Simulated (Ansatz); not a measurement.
`O[SiH2]C#C[SiH3]` + `C=CF` → `C=C(F)[SiH2]O` + `C#C[SiH3]`  (formal exchange of groups at the Si–C bond)

Program: Ansatz. Geometries: PBE0-D4/def2-TZVP. ΔE: electronic, gas phase. CBS: MP2 limit from def2 TZ/QZ plus the TZ coupled-cluster correction, frozen cores. DFT in def2-TZVPP. B3LYP here is the variant with VWN-RPA as its local correlation; programs differ in this. One conformer a species, not always the lowest.

`O[SiH2]C#C[SiH3]`:

```xyz
11

O     0.944    0.370    2.906
Si   -0.034   -0.665    2.089
C    -0.159   -0.206    0.322
C    -0.228    0.090   -0.855
Si   -0.342    0.540   -2.621
H     1.829    0.514    2.568
H     0.468   -2.061    2.139
H    -1.364   -0.562    2.725
H    -0.076   -0.661   -3.449
H    -1.702    1.057   -2.906
H     0.666    1.586   -2.918
```

`C=CF`:

Cartesian coordinates in Å:
```
C -0.104 0.542 0.433
C 0.054 -0.516 -0.335
F 0.734 -0.470 -1.484
H 0.314 1.504 0.165
H -0.664 0.448 1.353
H -0.335 -1.508 -0.132
```

`C=C(F)[SiH2]O`:

Cartesian coordinates in Å:
```
C 1.095 0.426 1.199
C 0.517 0.774 0.061
F 0.936 1.889 -0.584
Si -0.875 -0.134 -0.814
O -1.177 -1.561 -0.055
H 0.747 -0.457 1.719
H 1.900 1.006 1.635
H -2.123 0.658 -0.745
H -0.465 -0.326 -2.230
H -0.555 -2.276 -0.187
```

`C#C[SiH3]`:

Cartesian coordinates in Å:
```
C -1.931 -0.132 -0.318
C -0.743 -0.050 -0.123
Si 1.051 0.072 0.173
H -2.980 -0.204 -0.491
H 1.778 -0.240 -1.082
H 1.383 1.449 0.612
H 1.442 -0.895 1.228
```

| level | ΔE (kcal/mol) |
| --- | --- |
| PBE-D4 | 10.1 |
| r2SCAN-D4 | 10.6 |
| ωB97M-V | 9.7 |
| B3LYP | 10.9 |
| SCS-MP2/def2-TZVPP | 11.4 |
| CCSD/def2-TZVPP | 10.7 |
| SCS-MP2/def2-QZVPP | 11.3 |
| CCSD/CBS(def2) | 10.4 |

Task: What does CCSD(T)/CBS give? (Best estimate.)

Result: Ansatz gave: +10.4 kcal/mol. The listed levels differ from it by -0.3, 0.2, -0.7, 0.5, 1.0, 0.3, 0.9, 0.0 kcal/mol.

Largest T1 diagnostic among the species: 0.013.
